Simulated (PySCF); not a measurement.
WOBr₄, SMILES [O]=[W]([Br])([Br])([Br])[Br], multiplicity 1.

Coordinates come from a PBE0-D3(BJ)/def2-SVP optimisation. The spin state was assumed, not searched. The def2 effective core potentials stand for the cores of W; spin–orbit coupling is left out.

Two levels are set side by side: TDA-PBE/def2-SVPD (PySCF) and TDA-LC-ωPBE/def2-SVPD (PySCF). Vertical, same geometry. The lowest singlet is HOMO→LUMO+1 50 %, HOMO−1→LUMO 50 % with PBE and HOMO→LUMO+1 48 %, HOMO−1→LUMO 48 % with the other functional; states are paired by order. Differences are taken from unrounded values.

| quantity | TDA-LC-ωPBE |
|---|---|
| lowest singlet excitation (eV) | 3.04 |
| lowest triplet excitation (TDA) (eV) | 2.91 |

Q: What does TDA-PBE give, and how far is it from TDA-LC-ωPBE? (Estimate from the structure and the level; the computed values follow.)

A: 
```csv
quantity,TDA-PBE,TDA-PBE minus TDA-LC-ωPBE
lowest singlet excitation (eV),2.18,-0.86
lowest triplet excitation (TDA) (eV),2.02,-0.89
```

Functionals without exact exchange tend to place singlet excitations lower, as here. Differences between two approximate levels are no errors against the true value.

Rough cost on one machine, each run with all the roots and properties that it gave: TDA-LC-ωPBE against TDA-PBE about 3 times.
